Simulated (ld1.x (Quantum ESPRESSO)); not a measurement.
# What the settings do to the TM potential of calcium

Base potential:

| Quantity | Value |
| --- | --- |
| Element | Ca (Z = 20) |
| Generator | ld1.x (Quantum ESPRESSO) 7.5 |
| Type | norm-conserving Troullier–Martins (Kleinman–Bylander form) |
| Functional | PBE |
| Relativity | scalar-relativistic |
| Frozen core | [Ne] |
| Valence charge | 10 |
| Reference configuration | 3s2 3p6 3d0 4s2 4p0 |
| Partial waves | 3s (bound): rc 1.85 bohr; 3p (bound): rc 1.75 bohr; 3d (bound, empty): rc 3.05 bohr; 4f channel at 0.25 Ry: rc 2.50 bohr |
| Local potential | all-electron potential smoothed inside 2.50 bohr (lloc = -1) |
| Core correction | none |

Occupied shells without a wave of their own: 4s. They enter only through the test configuration that unscreens the potential.

All-electron outer shells of the reference configuration (PBE, scalar-relativistic, ld1.x):

```tsv
shell	level (eV)	outermost node (bohr)	outermost maximum (bohr)
2s	-414.37	0.10	0.30
2p	-334.74	–	0.25
3s	-47.09	0.45	0.99
3p	-28.01	0.42	1.04
4s	-3.77	1.43	3.42
3d	-1.95	–	1.27
4p	-1.40	1.63	4.39
```

Cutoffs, loose and tight: the cutoffs (Ry, on a coarse ladder) from which the occupation-weighted sum of valence levels, in a spherical-Bessel basis at the reference potential, stays within 10 and 1 mRy of its value at 400 Ry. They do not see the model core or the augmentation charge, which bear on the density cutoff. Test errors are all-electron minus pseudo excitation energies from the reference, over the configurations 3s2 3p6 3d0 4s1 4p0; 3s2 3p6 3d0 4s0 4p0; 3s2 3p6 3d0 4s1.5 4p0; 3s2 3p6 3d0.5 4s1.5 4p0; 3s2 3p6 3d0 4s1 4p1; 3s2 3p5 3d0 4s2 4p0; 3s2 3p6 3d0 4s0 4p1. A dash means not determined; rows that change the core or the reference have their own tests.

On the changes marked as counting shells twice: ld1.x takes every shell without a wave as core, so the model core holds the marked electrons as well and exchange and correlation see them twice. This cancels in the reference configuration, but the file is broken for other ones, and its errors say nothing about a proper core correction.

```csv
change,outcome,"cutoff, loose","cutoff, tight",bound ghosts,largest test error (meV)
base,"generated, misses its reference levels by 0.25 eV",30 Ry,55 Ry,none,-995
local potential all-electron potential smoothed inside 3.62 bohr (lloc = -1),"generated, misses its reference levels by 0.66 eV",30 Ry,55 Ry,none,+2470
"type ultrasoft; waves now 3s (bound): rcut 1.60, rcutus 1.85 bohr; 4s (bound): rcut 1.60, rcutus 1.85 bohr; 3p (bound): rc 1.75 bohr; 4p (bound): rc 1.75 bohr; 3d (bound): rcut 2.65, rcutus 3.05 bohr; 3d channel at 3.95 Ry: rcut 2.65, rcutus 3.05 bohr; 4f channel at 0.25 Ry: rcut 2.15, rcutus 2.50 bohr; 4f channel at 1.65 Ry: rcut 2.15, rcutus 2.50 bohr; local potential all-electron potential smoothed inside 1.75 bohr (lloc = -1); augmentation PSQ, inside the norm-conserving radii",failed: chargeps: negative rho,–,–,–,–
wave 3p (bound): rc 1.75 bohr becomes 3p (bound): rc 2.36 bohr,"generated, misses its reference levels by 0.25 eV",30 Ry,50 Ry,none,-997
"core correction full core density, not smoothed (it rises at the typed radius of 1.94 bohr, so ld1.x skipped the fit) (4s counted twice)","generated, misses its reference levels by 0.25 eV",30 Ry,55 Ry,none,-1667
```

(1) What comes out with this change to the base: functional PBEsol?

(2) What comes out with this change to the base: all radii scaled by about 1.32 (s 2.44, p 2.30, d 4.02, f 3.28 bohr); local potential all-electron potential smoothed inside 3.28 bohr (lloc = -1)?

(3) What comes out with this change to the base: wave 3s (bound): rc 1.85 bohr becomes 3s (bound): rc 1.96 bohr?

## Answers

(1) outcome: generated, misses its reference levels by 0.48 eV; cutoff, loose: 30 Ry; cutoff, tight: 55 Ry; bound ghosts: none; largest test error (meV): -1906.

(2) outcome: generated, misses its reference levels by 0.61 eV; cutoff, loose: 30 Ry; cutoff, tight: 45 Ry; bound ghosts: none; largest test error (meV): +2267.

(3) outcome: generated, misses its reference levels by 0.27 eV; cutoff, loose: 30 Ry; cutoff, tight: 50 Ry; bound ghosts: none; largest test error (meV): -1065.
